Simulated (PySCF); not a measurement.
**Scandium: a sound run and one with changed settings**

Sound run: Sc [Ar] 3d1 4s2, Sc⁺ [Ar] 3d1 4s1. All numbers are calculated (PySCF 2.14, the spin-free X2C one-electron Hamiltonian (Gaussian nucleus), in cc-pVDZ-DK (6s5p3d1f, 43 functions)). In the sound run the correlated levels freeze [Ar]. The sound run starts from symmetry-adapted Hartree-Fock orbitals and uses a fine grid where one is needed.

Changed run: initial guess minao, at most 50 SCF cycles.

```tsv
species	method	sound run (hartree)	changed run (hartree)	converged
Sc	UHF	-763.28332	-763.28332	yes
Sc	PBE0	-763.99491	-763.99491	yes
Sc	TPSS	-764.20260	-764.20260	yes
Sc	MP2	-763.30978	-763.30978	yes
Sc⁺	UHF	-763.08498	-763.08498	yes
Sc⁺	PBE0	-763.76062	-763.76062	yes
Sc⁺	TPSS	-763.96608	-763.97656	yes
Sc⁺	MP2	-763.08741	-763.08741	yes
```

Ionisation energy of Sc:

| method | sound run (eV) | changed run (eV) |
| --- | --- | --- |
| UHF | 5.397 | 5.397 |
| PBE0 | 6.375 | 6.375 |
| MP2 | 6.051 | 6.051 |
| SCS-MP2 | 6.181 | 6.181 |

The plain start fixes occupations by D2h representation alone, and Sc⁺ at TPSS landed in another state (other ⟨L²⟩ or ⟨S²⟩). 

For comparison, NIST gives 6.561 eV between the lowest levels.
